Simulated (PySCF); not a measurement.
These are B3LYP-D3(BJ)/def2-TZVP // PBE0-D4/def2-TZVP in PySCF values and carry that method's errors. Isolated molecules, 0 K electronic values unless said otherwise. One relaxed conformer stands for a flexible species; it need not be the lowest. B3LYP has the VWN-RPA correlation part, as in Gaussian. Excitations are Tamm–Dancoff values on a coarser integration grid. The basis has no diffuse functions, so Rydberg states are missing or too high.

Reference species (SMILES): `O[SiH]1C=CC=C1` (H–O–Si–C torsion 54°) (neutral, multiplicity 1).

```json
{
 "brightest of the four lowest singlets (TDA)": "4.26 eV",
 "T1 excitation (TDA)": "2.58 eV",
 "S1 oscillator strength": "0.055"
}
```

Changed species: `C1=C([SiH2]C=C1)O` (H–O–C–Si torsion 0°).

Predict the effect on the brightest of the four lowest singlets (TDA), T1 excitation (TDA) and S1 oscillator strength.

the brightest of the four lowest singlets (TDA) falls by 0.12 eV, to 4.14 eV; the T1 excitation (TDA) falls by 0.13 eV, to 2.45 eV; the S1 oscillator strength increases by 0.051, to 0.106.
